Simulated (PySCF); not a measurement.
An unknown is described by computed data only.

Formula: CH4Cl2Si.

* UV, first state: lowest singlet excitation: 6.87 eV (180 nm, f = 0.032) [TDDFT wB97X-D/def2-SVPD]
* Dipole: 0.59 D [wB97X-D/def2-SVPD]
* NMR, other nuclei: isotropic shieldings of nuclei other than C and H, by class: 373 (1 Si), 949 (1 Cl), 995 (1 Cl) ppm [GIAO PBE0/pcSseg-1]
* Rotational structure: rotational constants A, B, C: 15.244, 1.218, 1.151 GHz [GFN2-xTB]
* 13C NMR: chemical shifts (computed TMS as zero) by class: 32.6 (1 C) ppm [GIAO PBE0/pcSseg-1]
* Polarisability: 65.4 au [wB97X-D/def2-SVPD]
* Triplet: lowest triplet excitation (Tamm–Dancoff): 6.24 eV [TDA wB97X-D/def2-SVPD]
* 1H NMR: chemical shifts (computed TMS as zero) by class: 4.95 (2 H), 3.21 (2 H) ppm [GIAO PBE0/pcSseg-1]

The electronic properties come from PySCF, for the isolated species, density fitting. Levels stand in brackets. Isolated species at its GFN2-xTB geometry (one conformer only). Each NMR value is the plain mean over a class of atoms that symmetry, rotation or inversion makes alike.

Q: What is the compound? Reason from the data.

A: Numbering: `[Cl:1][CH2:2][SiH2:3][Cl:4]`. Its formula, CH4Cl2Si, gives 0 degrees of unsaturation, so no ring and no π bond. The one carbon: sp3 C–Cl carbon [C2] (32.6 ppm). Hydrogen classes from least to most shielded: 2 H on a chlorine-bound silicon, Si3 (4.95 ppm), 2 H on an sp3 C–Cl carbon, C2 (3.21 ppm). The other shieldings belong to: 373 ppm, chlorine-bound silicon [Si3]; 949 ppm, alkyl chlorine [Cl1]; 995 ppm, silicon-bound chlorine [Cl4]. The optimised geometry has point group Cs and is an asymmetric top. Structure: `ClC[SiH2]Cl`. Computed isomers that give other values at the same levels: `C[SiH](Cl)Cl` (rotational constant A: 4.281 GHz; this holds for the one conformer computed). The assignments are read from this structure; whether some other isomer fits the data as well wasn't checked.

The values belong to the conformer `[Cl:1][CH2:2][SiH2:3][Cl:4]`: Cl1–C2–Si3–Cl4 180°.
